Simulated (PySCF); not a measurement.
F₂HS, SMILES F[SH+]F, charge +1.

Geometry optimised at TPSSh-D3(BJ)/def2-TZVP. The isomer is the one that the SMILES or the coordinates give; other isomers of the formula were not compared.

These are B3LYP/def2-TZVPD (PySCF) values and carry that method's errors.

Symmetry labels are those of the subgroup Cs that the program uses (full group Cs).

Computed valence orbital energies around the gap with their symmetry:
```tsv
orbital	symmetry	energy (eV)
HOMO−7	A'	-29.47
HOMO−6	A"	-24.16
HOMO−5	A'	-24.00
HOMO−4	A'	-22.84
HOMO−3	A"	-21.02
HOMO−2	A'	-20.76
HOMO−1	A"	-20.53
HOMO	A'	-17.66
LUMO	A"	-9.61
LUMO+1	A'	-9.28
LUMO+2	A'	-6.57
LUMO+3	A'	-3.97
```
